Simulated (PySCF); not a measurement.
Compound: C9H13 (charge -1).
Cartesian coordinates in Å at the PBE0-D3(BJ)/def2-SVP level; atoms count from 1:
```
atom  x, y, z in Å
C1    -4.2840    1.2544    0.6856
C2    -3.1866    1.0352    0.1273
C3    -1.8722    0.7685   -0.4532
C4    -0.7151    0.8185    0.5685
C5    -0.9605   -0.1707    1.6989
C6     0.6302    0.6137   -0.1258
C7     1.8563    0.7732    0.7756
C8     3.1455    0.7010    0.0246
C9     4.0985   -0.2195    0.1888
H10   -1.6238    1.4871   -1.2646
H11   -1.8316   -0.2322   -0.9418
H12   -0.7295    1.8364    1.0024
H13   -1.9982   -0.0365    2.0463
H14   -0.2704   -0.0323    2.5479
H15   -0.8523   -1.2095    1.3370
H16    0.7083    1.3306   -0.9643
H17    0.6541   -0.3911   -0.5873
H18    1.8485    0.0109    1.5712
H19    1.7873    1.7546    1.2817
H20    3.2887    1.4694   -0.7484
H21    5.0091   -0.2183   -0.4173
H22    3.9979   -1.0126    0.9379
```

The closed-shell ground state was solved at several levels (PySCF, density fitting, gas phase, non-relativistic). The geometry's basis has no diffuse functions, a weakness for an anion. No diffuse functions stand in pcSseg-1, which bears on an anion's orbital energies.

```tsv
level	basis functions	total energy (Eh)	HOMO (eV)	LUMO (eV)	gap (eV)
PBE0/pcSseg-1	218	-350.1943	-0.67	2.64	3.31
CAM-B3LYP/def2-SVPD	284	-350.2315	-2.28	3.59	5.87
```

(1) Estimate the row for HF/pcSseg-1, a basis of 218 functions; the other rows only guide the guess.

(2) Over all these levels, which gives the widest orbital gap and which the narrowest?

Results:

(1) Total energy -348.1902 Eh, HOMO -3.09 eV, LUMO 6.61 eV, gap 9.70 eV.

(2) HF/pcSseg-1 (Hartree–Fock, all exact exchange) has the widest, 9.70 eV, and PBE0/pcSseg-1 (global hybrid, 25 % exact exchange) the narrowest, 3.31 eV. The two share the basis. From the narrowest to the widest the HOMO moves by -2.42 eV and the LUMO by +3.97 eV.

One conformer stands for the species.
